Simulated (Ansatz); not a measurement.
Species: tetramethylurea, C₅H₁₂N₂O, charge 0, multiplicity 1. 
Coordinates optimised at B3LYP-D3(BJ)/def2-TZVP (Ansatz, an electronic-structure program):
```
C
O 1 1.2225
N 1 1.3861 2 122.13
N 1 1.3861 2 122.13 3 -180.00
C 4 1.4520 1 116.38 2 -8.05
H 5 1.0858 4 109.70 1 -36.73
H 5 1.0916 6 109.51 4 119.42
H 5 1.0964 6 108.13 7 118.21
C 3 1.4520 1 116.38 2 -8.05
H 9 1.0858 3 109.70 1 -36.73
H 9 1.0916 10 109.51 3 119.42
H 9 1.0964 10 108.13 11 118.21
C 4 1.4541 1 121.80 2 140.20
H 13 1.0853 4 110.59 1 13.45
H 13 1.0937 14 108.88 4 -122.57
H 13 1.0961 14 107.91 15 -116.96
C 3 1.4541 1 121.80 2 140.20
H 17 1.0853 3 110.59 1 13.45
H 17 1.0937 18 108.88 3 -122.57
H 17 1.0961 18 107.91 19 -116.96
```

Wanted: atomisation energy (electronic, to ground-state atoms), in kcal/mol. Correlated levels leave the core frozen unless marked. Open shells are spin-unrestricted. No spin-orbit coupling. No relativistic terms. The coupled-cluster limit lacks core correlation, which all-electron functionals hold. Basis-set limits of correlation are two-point, X^-3; Hartree-Fock from the larger set. The bracket is a focal-point correction in the basis named.

| level | program | atomisation energy (kcal/mol) |
|---|---|---|
| HF/cc-pVQZ | Ansatz | 1354.7 |
| PBE/def2-TZVPD | Ansatz | 1948.0 |

Question: What does RI-MP2/CBS(cc-pVTZ,cc-pVQZ)+[CCSD(T)-MP2]/cc-pVTZ (Ansatz) give?

Answer: 1901.7 kcal/mol
